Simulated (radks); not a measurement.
Results of a calculation; reference values are marked as such.
The silver ion Ag2+ inside a hard spherical wall (all orbitals vanish at R), configuration held at [Kr] 4d9 and not refilled when levels cross. Code: a radial shooting solver on a logarithmic mesh with Libxc functionals. Model: scalar-relativistic Kohn-Sham, PBE, spin-unpolarised, spherical densities, finite nucleus; Fermi nuclear charge, rms radius 4.5454 fm. Eigenvalues in eV, with the zero of energy where the potential of the charges vanishes at infinity; a dash marks a level that is unbound or too diffuse for the functional's potential to be trusted. A positive occupied level is held by the wall or, in an anion where self-interaction has pushed it up, behind a barrier. The pressure on the wall is -dE/dV.

| R (bohr) | E (hartree) | kinetic (hartree) | e(3d) | e(4s) | e(4p) | e(4d) | e(5s, empty) | e(5p, empty) | pressure (GPa) |
|---|---|---|---|---|---|---|---|---|---|
| free | -5314.82746 | 5521.363 | -381.25 | -117.59 | -80.977 | -28.891 | -20.791 | -14.346 | 0 |
| 15 | -5314.82746 | 5521.363 | -381.25 | -117.59 | -80.977 | -28.891 | -20.791 | -14.346 | < 0.0001 |
| 8 | -5314.82746 | 5521.363 | -381.25 | -117.59 | -80.977 | -28.891 | -20.790 | -14.326 | 0.000135 |
| 7 | -5314.82744 | 5521.363 | -381.25 | -117.59 | -80.976 | -28.890 | -20.779 | -14.258 | 0.00232 |
| 5 | -5314.82455 | 5521.394 | -381.12 | -117.47 | -80.861 | -28.782 | -20.271 | -12.936 | 0.666 |
| 4 | -5314.79503 | 5521.633 | -380.27 | -116.74 | -80.161 | -28.102 | -17.993 | -9.004 | 11.3 |
| 3 | -5314.47172 | 5523.583 | -375.18 | -112.64 | -76.241 | -23.956 | -6.043 | 7.422 | 226 |
| 2.5 | -5313.57160 | 5528.258 | -366.29 | -106.05 | -69.808 | -16.519 | 14.952 | 33.227 | 1230 |
| 2 | -5309.81268 | 5545.729 | -342.54 | -89.407 | -52.600 | 4.311 | 73.815 | 100.01 | 8630 |
| 1.5 | -5290.57819 | 5620.256 | -274.41 | -35.718 | 6.073 | 73.552 | 266.17 | 303.09 | 85300 |
